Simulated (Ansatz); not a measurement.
The cluster Mg3O3⁺. Total charge 1; doublet. Geometry r2SCAN-D4/def2-SVP.

```xyz
6

Mg    1.5803    0.5834   -0.3410
Mg    0.0291   -1.7097   -0.1676
Mg   -1.2065    0.7920   -0.3584
O     0.1339   -0.1949   -1.3789
O    -0.7004   -0.3709    1.1698
O     0.1636    0.9002    1.0761
```

The structure holds 1 bond(s) between oxygen atoms. Another isomer (doublet) lies 0.78 eV lower at PBE0-D4/def2-TZVP; other spin states weren't run for this one.

**Question.** Estimate the α-spin orbital energies around the gap (eV) in Ansatz with LDA (SPW92)/def2-TZVP, PBE-D4/def2-SVP, PBE-D4/def2-TZVP, B97M-V/def2-TZVP, PBE0-D4/def2-TZVP.

**Answer.** 
| orbital | LDA (SPW92)/def2-TZVP | PBE-D4/def2-SVP | PBE-D4/def2-TZVP | B97M-V/def2-TZVP | PBE0-D4/def2-TZVP |
| --- | --- | --- | --- | --- | --- |
| HOMO−13 | -52.04 | -52.50 | -51.89 | -53.98 | -55.96 |
| HOMO−12 | -52.02 | -52.50 | -51.88 | -53.91 | -55.95 |
| HOMO−11 | -29.58 | -29.40 | -29.54 | -31.34 | -32.49 |
| HOMO−10 | -25.67 | -25.50 | -25.73 | -27.73 | -28.54 |
| HOMO−9 | -23.89 | -23.64 | -23.97 | -25.80 | -26.63 |
| HOMO−8 | -14.99 | -14.77 | -14.66 | -14.72 | -15.95 |
| HOMO−7 | -13.90 | -13.69 | -13.60 | -13.89 | -15.25 |
| HOMO−6 | -13.69 | -13.39 | -13.41 | -13.70 | -15.03 |
| HOMO−5 | -12.32 | -12.13 | -12.04 | -12.23 | -13.44 |
| HOMO−4 | -12.18 | -11.99 | -11.91 | -12.08 | -13.25 |
| HOMO−3 | -10.69 | -10.46 | -10.44 | -10.74 | -11.95 |
| HOMO−2 | -10.40 | -10.21 | -10.14 | -10.40 | -11.58 |
| HOMO−1 | -9.92 | -9.67 | -9.68 | -9.99 | -11.18 |
| HOMO | -8.81 | -8.74 | -8.68 | -8.58 | -9.12 |
| LUMO | -7.81 | -7.72 | -7.64 | -7.53 | -6.99 |
| LUMO+1 | -7.43 | -7.40 | -7.30 | -7.28 | -6.59 |
| LUMO+2 | -6.14 | -5.99 | -5.89 | -5.81 | -5.16 |
| LUMO+3 | -6.03 | -5.92 | -5.87 | -5.49 | -4.71 |
| LUMO+4 | -4.69 | -4.52 | -4.51 | -4.26 | -3.57 |
| LUMO+5 | -4.42 | -4.20 | -4.28 | -4.22 | -3.44 |
| β HOMO | -9.90 | -9.66 | -9.66 | -9.97 | -11.17 |
| β LUMO | -8.16 | -8.02 | -7.95 | -8.05 | -7.12 |
